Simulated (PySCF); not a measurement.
Compound: C2H8OSSi2.
Numbering: `[CH2:1]=[CH:2][O:3][SiH2:4][S:5][SiH3:6]` (hydrogens: H7, H8 on C1; H9 on C2; H10, H11 on Si4; H12, H13, H14 on Si6)

Computed with PySCF at CAM-B3LYP/def2-SVPD, non-relativistic, on one gas-phase PBE0-D3(BJ)/def2-SVP geometry that isn't relaxed in the solvent. The solvent is an IEF-PCM continuum (cavity from Bondi-type radii × 1.2), and excitations are vertical TDDFT with non-equilibrium linear response and a frozen core. Only the electrostatic response of the medium enters.

Gas-phase singlets (H = HOMO, L = LUMO):

```csv
state,E (eV),λ (nm),f,leading configuration
S1,6.022,206,0.001,H-1→L 80%
S2,6.271,198,0.021,H-1→L+1 73%
S3,6.337,196,0.006,H→L 65%
S4,6.486,191,0.004,H-1→L+2 56%
S5,6.747,184,0.004,H→L+1 27%
```

Q: What are the lowest 5 singlets in chloroform (ε = 4.711)?

A: 
```csv
state,E (eV),λ (nm),f,leading configuration,change by rank (eV)
S1,6.114,203,0.001,H-1→L 79%,+0.092
S2,6.329,196,0.040,H-1→L+1 60%,+0.058
S3,6.365,195,0.003,H→L 57%,+0.028
S4,6.542,190,0.005,H-1→L+2 58%,+0.056
S5,6.809,182,0.005,H→L+1 35%,+0.062
```

Q: The ground-state energy changes by -0.087 eV from gas to chloroform. By how much does the total energy of gas-phase S1 change?

A: E(S1) = E(S0) + excitation energy, so it changes by -0.087 + 0.092 = +0.005 eV: it isn't lowered at all, while the ground state is. This is the vertical state, with the slow part of the continuum still set for S0.

Q: How do the frontier levels move from gas to chloroform?

A: 
```csv
orbital,gas (eV),solvent (eV),change (eV),"Löwdin shares, gas","Löwdin shares, solvent"
LUMO+2,1.01,1.10,+0.09,"Si6 33 %, S5 22 %, Si4 16 %, H12 9 %","Si6 34 %, S5 23 %, Si4 14 %, H12 9 %"
LUMO+1,0.72,0.79,+0.07,"Si6 30 %, S5 26 %, H14 10 %, H13 9 %","S5 30 %, Si6 25 %, Si4 10 %, H14 8 %"
LUMO,0.61,0.71,+0.10,"Si4 22 %, S5 21 %, Si6 20 %, H10 8 %","S5 24 %, Si4 22 %, Si6 18 %, H10 7 %"
HOMO,-8.48,-8.45,+0.03,"C1 37 %, C2 26 %, O3 22 %","C1 37 %, C2 26 %, O3 22 %"
HOMO-1,-8.88,-8.88,0.00,"S5 66 %, Si4 11 %, Si6 9 %","S5 66 %, Si4 11 %, Si6 9 %"
HOMO-2,-10.34,-10.32,+0.02,"S5 53 %, Si4 13 %, Si6 10 %, O3 5 %","S5 51 %, Si4 13 %, Si6 11 %, O3 5 %"
HOMO-3,-11.11,-11.07,+0.04,"O3 36 %, S5 20 %, Si6 9 %, C2 9 %","O3 35 %, S5 20 %, Si6 9 %, C2 9 %"
```

The HOMO–LUMO gap goes from 9.09 to 9.16 eV.

The values belong to the conformer `[CH2:1]=[CH:2][O:3][SiH2:4][S:5][SiH3:6]`: C1–C2–O3–Si4 -1°, C2–O3–Si4–S5 -179°, O3–Si4–S5–Si6 -179°.
